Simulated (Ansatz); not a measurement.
Input and output for dimethylphenylsulfonium bromide, `C[S+](C)c1ccccc1.[Br-]`.

```yaml
crystal:
  periodic: [false, false, false]
  atoms:
    - {symbol: C, position_ang: [2.093283, 0.613074, 1.068462]}
    - {symbol: S, position_ang: [1.463504, -0.741840, 0.023956]}
    - {symbol: C, position_ang: [1.760122, -0.134372, -1.668606]}
    - {symbol: C, position_ang: [-0.359635, -0.281500, 0.118919]}
    - {symbol: C, position_ang: [-1.189401, -1.335278, 0.529526]}
    - {symbol: C, position_ang: [-2.574341, -1.129334, 0.642331]}
    - {symbol: C, position_ang: [-3.122180, 0.126732, 0.344129]}
    - {symbol: C, position_ang: [-2.286884, 1.179215, -0.067086]}
    - {symbol: C, position_ang: [-0.903036, 0.978621, -0.181018]}
    - {symbol: H, position_ang: [1.864140, 0.319479, 2.109831]}
    - {symbol: H, position_ang: [3.187848, 0.607178, 0.902750]}
    - {symbol: H, position_ang: [1.596215, 1.566006, 0.810122]}
    - {symbol: H, position_ang: [2.857646, -0.208707, -1.797241]}
    - {symbol: H, position_ang: [1.236763, -0.840908, -2.339485]}
    - {symbol: H, position_ang: [1.361530, 0.889386, -1.789966]}
    - {symbol: H, position_ang: [-0.748984, -2.318589, 0.760076]}
    - {symbol: H, position_ang: [-3.225687, -1.955658, 0.964797]}
    - {symbol: H, position_ang: [-4.206833, 0.289802, 0.432070]}
    - {symbol: H, position_ang: [-2.716071, 2.165279, -0.301895]}
    - {symbol: H, position_ang: [-0.263222, 1.814503, -0.505150]}
    - {symbol: Br, position_ang: [4.175203, -1.603078, -0.056500]}
basis:
  gaussian: {orbitals: 6-31G}
hamiltonian: {xc: {name: B97M-V}}
scf: {lower_state_search: full}
output: {forces: true}
```

```sh
$ ansatz run in.yaml --threads 4 --pin off --events-out ev --progress --plain --max-ram 6963MiB
```

It prints (some lines left out):

```
Functional definition: B97M-V
1771 factors; integrals over basis functions are off by at most 4.6e-4 eV
mean field evaluation 1: about -89316.9495 eV, gradient 6.1e1 eV
mean field evaluation 2: about -89316.9008 eV, gradient 6.1e1 eV
mean field evaluation 4: about -89326.4377 eV, gradient 1.6e1 eV
mean field evaluation 8: about -89327.2587 eV, gradient 4.4e-1 eV
mean field evaluation 16: about -89327.2597 eV, gradient 2.6e-4 eV
mean field -89327.25971021 eV, -3282.7162461589 hartree, gradient 1.6e-5 eV, S^2 0.000000; 0 other end points of the search recorded, 0 dependent functions left out
reference -89327.25976770 eV, -3282.7162482715 hartree; 55, 55 occupied and 81, 81 virtual orbitals, 1771 factors
Total energy: -89327.25976770 eV, -3282.7162482715 hartree
Atom 0 at     2.093283     0.613074     1.068462 Å, force     0.649488     0.894714     0.896810 eV/Å
Atom 1 at     1.463504    -0.741840     0.023956 Å, force    -0.899582    -0.792117     0.321123 eV/Å
Atom 2 at     1.760122    -0.134372    -1.668606 Å, force     0.369305     0.296906    -1.339418 eV/Å
Atom 3 at    -0.359635    -0.281500     0.118919 Å, force    -1.109110     0.055067     0.123338 eV/Å
Atom 4 at    -1.189401    -1.335278     0.529526 Å, force     0.047856    -0.141417     0.030328 eV/Å
Atom 5 at    -2.574341    -1.129334     0.642331 Å, force    -0.126833    -0.151941     0.061164 eV/Å
Atom 6 at    -3.122180     0.126732     0.344129 Å, force    -0.181383     0.035804     0.014844 eV/Å
Atom 7 at    -2.286884     1.179215    -0.067086 Å, force    -0.115290     0.172872    -0.038440 eV/Å
Atom 8 at    -0.903036     0.978621    -0.181018 Å, force     0.225342     0.059950    -0.044495 eV/Å
Atom 9 at     1.864140     0.319479     2.109831 Å, force     0.171252     0.258596    -0.560141 eV/Å
Atom 10 at     3.187848     0.607178     0.902750 Å, force    -0.700056     0.156558     0.189046 eV/Å
Atom 11 at     1.596215     1.566006     0.810122 Å, force     0.303239    -0.501680     0.131560 eV/Å
Atom 12 at     2.857646    -0.208707    -1.797241 Å, force    -0.733520     0.132515    -0.070830 eV/Å
Atom 13 at     1.236763    -0.840908    -2.339485 Å, force     0.332284     0.454291     0.302592 eV/Å
Atom 14 at     1.361530     0.889386    -1.789966 Å, force     0.246011    -0.540322     0.052376 eV/Å
Atom 15 at    -0.748984    -2.318589     0.760076 Å, force    -0.252178     0.594605    -0.139902 eV/Å
Atom 16 at    -3.225687    -1.955658     0.964797 Å, force     0.394409     0.495060    -0.194188 eV/Å
Atom 17 at    -4.206833     0.289802     0.432070 Å, force     0.651018    -0.095337    -0.054540 eV/Å
Atom 18 at    -2.716071     2.165279    -0.301895 Å, force     0.260122    -0.584362     0.139171 eV/Å
Atom 19 at    -0.263222     1.814503    -0.505150 Å, force    -0.347319    -0.470468     0.182133 eV/Å
Atom 20 at     4.175203    -1.603078    -0.056500 Å, force     0.814945    -0.329294    -0.002530 eV/Å
Dipole moment:    -2.146247     1.093185    -0.044261 e Å
```

Hardware: 4 threads of Arm Neoverse V2 on a shared host. Wall time 15 s.

The 6-31G sets use Cartesian d functions.
